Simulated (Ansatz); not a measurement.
C2H8S2Si can be A, `CCSS[SiH3]`, or B, `C[SiH2]CSS`.

Computed with Ansatz on PBE0-D4/def2-TZVP structures; ΔE is electronic, products minus reactants. CCSD(T)/CBS adds triple-zeta CCSD(T) − MP2 to the extrapolated MP2 energy (def2 sets, frozen cores). Functionals use def2-TZVPP. B3LYP here is the variant with VWN-RPA as its local correlation; programs differ in this. One conformer a species, not always the lowest.

A:

```xyz
13

C    -0.017   -2.174   -0.298
C     0.470   -1.078    0.622
S     1.488    0.180   -0.192
S     0.149    1.070   -1.482
Si   -0.488    2.592   -0.119
H    -0.609   -2.904    0.261
H     0.820   -2.694   -0.768
H    -0.650   -1.762   -1.087
H     1.138   -1.472    1.395
H    -0.356   -0.576    1.130
H    -1.546    3.376   -0.810
H    -1.047    1.971    1.109
H     0.649    3.472    0.241
```

B:

Z-matrix (Å, degrees):
```
C
Si 1 1.867
H 1 1.092 2 110.5
H 1 1.092 2 110.9 3 -120.0
H 1 1.093 2 111.0 3 119.9
C 2 1.884 1 110.3 3 -57.0
H 2 1.491 1 110.6 3 -177.0
H 2 1.488 1 110.4 3 63.7
S 6 1.817 2 113.3 1 60.8
H 6 1.097 2 109.5 1 -54.9
H 6 1.092 2 113.1 1 -174.3
S 9 2.035 6 104.0 2 74.6
H 12 1.348 9 99.9 6 -87.9
```

**Question.** Which is lower in electronic energy at CCSD(T)/CBS, and by how much? (An estimate is asked.)

**Answer.** The calculation gave: A, by 26.7 kJ/mol.

**Question.** Give E(B) − E(A) in kJ/mol with CCSD/def2-TZVPP, r2SCAN-D4, ωB97M-V, PBE-D4, B3LYP, MP2/def2-TZVPP, B3LYP-D4. (Best estimate.)

**Answer.** Ansatz gave: CCSD/def2-TZVPP 24.9, r2SCAN-D4 24.6, ωB97M-V 22.4, PBE-D4 26.2, B3LYP 25.1, MP2/def2-TZVPP 28.6, B3LYP-D4 25.4. None reverses the order clearly.

Largest T1 diagnostic: 0.011.
